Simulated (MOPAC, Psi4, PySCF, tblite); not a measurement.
Intermolecular potential of F4Si ··· Li+ (SMILES F[Si](F)(F)F and [Li+]) (charge +1). Monomers: optimised at B3LYP-D3(BJ) (def2-TZVP), held rigid. Orientation: lowest of the rigid-body minima from ten starts at GFN2-xTB (searched outside a hard wall at short contacts). Only R, the distance of the centres of mass, is varied, so the lowest point isn't the relaxed dimer. The shortest distances reach bonding range, where SAPT0 and rigid monomers are unreliable.

- PM3, restricted, heats of formation (MOPAC)
- GFN2-xTB (tblite)
- RKS-B3LYP/6-31G* = restricted B3LYP/6-31G*, spherical d, no counterpoise correction run with PySCF
- SAPT0/jun-cc-pVDZ, all electrons correlated (Psi4)

Interaction energies in kcal/mol; the last columns give the difference from SAPT0:

| R / Å | PM3 | GFN2-xTB | RKS-B3LYP/6-31G* | SAPT0/jun-cc-pVDZ | PM3 − SAPT0/jun-cc-pVDZ | GFN2-xTB − SAPT0/jun-cc-pVDZ | RKS-B3LYP/6-31G* − SAPT0/jun-cc-pVDZ |
|---|---|---|---|---|---|---|---|
| 3.13 | 1.00 | -18.78 | -12.05 | -5.98 | 6.98 | -12.80 | -6.07 |
| 3.35 | -11.54 | -21.74 | -18.07 | -12.65 | 1.11 | -9.08 | -5.41 |
| 3.56 | -13.86 | -20.68 | -17.23 | -12.59 | -1.27 | -8.08 | -4.64 |
| 3.79 | -12.36 | -18.91 | -14.57 | -10.68 | -1.68 | -8.23 | -3.88 |
| 4.06 | -9.14 | -17.26 | -11.30 | -8.27 | -0.88 | -9.00 | -3.04 |
| 4.31 | -6.38 | -15.07 | -8.70 | -6.38 | 0.01 | -8.68 | -2.32 |
| 4.87 | -2.74 | -9.98 | -4.63 | -3.62 | 0.88 | -6.36 | -1.01 |
| 5.52 | -1.80 | -5.81 | -2.33 | -2.04 | 0.25 | -3.76 | -0.28 |
| 6.56 | -1.73 | -2.53 | -1.03 | -0.96 | -0.77 | -1.56 | -0.06 |
| 7.87 | -1.39 | -1.18 | -0.39 | -0.45 | -0.94 | -0.73 | 0.06 |

PM3 is furthest from SAPT0/jun-cc-pVDZ at 3.13 (6.98 kcal/mol, above); its mean absolute difference over the points is 1.48 kcal/mol.

GFN2-xTB is furthest from SAPT0/jun-cc-pVDZ at 3.13 (-12.80 kcal/mol, below); its mean absolute difference over the points is 6.83 kcal/mol.

RKS-B3LYP/6-31G* is furthest from SAPT0/jun-cc-pVDZ at 3.13 (-6.07 kcal/mol, below); its mean absolute difference over the points is 2.68 kcal/mol.
